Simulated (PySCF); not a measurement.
BiF3, SMILES [F][Bi]([F])[F].

The structure is a stationary point at B3LYP-D3(BJ)/def2-SVP. The isomer is the one that the SMILES or the coordinates give; other isomers of the formula were not compared. The def2 effective core potentials stand for the cores of Bi; spin–orbit coupling is left out.

These are PySCF with ωB97X/def2-TZVPD values and carry that method's errors.

Symmetry labels are those of the subgroup Cs that the program uses (full group C3v).

Computed valence orbital energies around the gap with their symmetry:
```json
[
 {"orbital": "HOMO−7", "symmetry": "A'", "energy (eV)": "-15.13"},
 {"orbital": "HOMO−6", "symmetry": "A'", "energy (eV)": "-14.67"},
 {"orbital": "HOMO−5", "symmetry": "A'", "energy (eV)": "-14.03"},
 {"orbital": "HOMO−4", "symmetry": "A\"", "energy (eV)": "-14.03"},
 {"orbital": "HOMO−3", "symmetry": "A'", "energy (eV)": "-13.69"},
 {"orbital": "HOMO−2", "symmetry": "A\"", "energy (eV)": "-13.69"},
 {"orbital": "HOMO−1", "symmetry": "A\"", "energy (eV)": "-13.64"},
 {"orbital": "HOMO", "symmetry": "A'", "energy (eV)": "-12.50"},
 {"orbital": "LUMO", "symmetry": "A'", "energy (eV)": "-0.11"},
 {"orbital": "LUMO+1", "symmetry": "A\"", "energy (eV)": "-0.11"},
 {"orbital": "LUMO+2", "symmetry": "A'", "energy (eV)": "0.30"},
 {"orbital": "LUMO+3", "symmetry": "A'", "energy (eV)": "1.96"}
]
```
